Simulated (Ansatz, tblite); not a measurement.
Forces on As₆⁺ at its PBE-D4/def2-SVP geometry. Total charge 1; doublet.

The xTB rows come from tblite. Another isomer (doublet) lies 0.12 eV lower at PBE0-D4/def2-SVP; other spin states weren't run for this one.

GFN1-xTB (tblite), largest force 1.12 eV/Å:

```xyz
6
positions Å, forces eV/Å
As    0.278    1.606   -1.556    0.124   -0.521    0.672
As    1.871    1.254    0.088   -0.761   -0.324   -0.237
As   -0.286   -1.926   -0.131   -0.369    0.905    0.550
As   -1.512   -0.010   -1.186    0.795    0.098    0.523
As    1.070   -0.576    1.489   -0.443    0.366   -0.764
As   -1.420   -0.346    1.296    0.654   -0.524   -0.745
```

GFN2-xTB (tblite), largest force 0.72 eV/Å:

```
As 0.119 0.091 -0.009
As 0.032 0.112 -0.094
As -0.392 0.393 0.463
As 0.103 -0.052 0.141
As -0.141 -0.001 -0.116
As 0.279 -0.542 -0.385
```

PBE-D4/def2-SVP (Ansatz), largest force 0.01 eV/Å:

```
As 0.002 -0.003 0.004
As -0.005 -0.001 -0.002
As 0.002 -0.004 -0.002
As 0.002 0.003 -0.002
As 0.003 0.002 -0.002
As -0.003 0.003 0.003
```
